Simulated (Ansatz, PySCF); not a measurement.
CS$_{2}$, charge -1, doublet, at a GFN2-xTB geometry (a state made from the parent by changing its charge; the spin is typed, not shown lowest) (in this run its highest filled SCF level lies above zero, so its values depend strongly on the basis, on diffuse functions most of all). Base run: PySCF with REVPBE/6-31G**.

Geometry (Å):
```xyz
3

S     -1.5192     0.0849     0.1170
C     -0.0135    -0.0984    -0.4633
S      1.5243    -0.0480     0.0567
```
Charge -1, spin multiplicity 2.
Orbitals are unrestricted.
All else is at PySCF's defaults.

The same geometry, method and basis name were run in Ansatz (a first-principles code) and PySCF, at each program's defaults and at the settings that a row names. The base is PySCF at its defaults. Differences at the defaults can come from grids, fitting, cores and function types together.

```json
[
 {"code and settings": "PySCF, defaults (exact integrals, its default grid, spherical functions)", "ΔE vs base (mEh)": "0.000", "basis functions": "50", "E (Eh)": "-834.30512", "SCF cycles": "12"},
 {"code and settings": "Ansatz, defaults (factorised integrals, its default grid, Cartesian functions)", "ΔE vs base (mEh)": "-6.247", "basis functions": "53", "E (Eh)": "-834.31136", "SCF cycles": "-"},
 {"code and settings": "PySCF, density fitting with def2-universal-jkfit", "ΔE vs base (mEh)": "-0.034", "basis functions": "50", "E (Eh)": "-834.30515", "SCF cycles": "12"},
 {"code and settings": "PySCF, fine grid", "ΔE vs base (mEh)": "-0.001", "basis functions": "50", "E (Eh)": "-834.30512", "SCF cycles": "10"},
 {"code and settings": "Ansatz, high accuracy, Cartesian functions as the basis file defines them", "ΔE vs base (mEh)": "-6.245", "basis functions": "53", "E (Eh)": "-834.31136", "SCF cycles": "-"}
]
```

Open shells are given as the SCF converged; they aren't shown to be the lowest states, and a large step between rows can be another state.
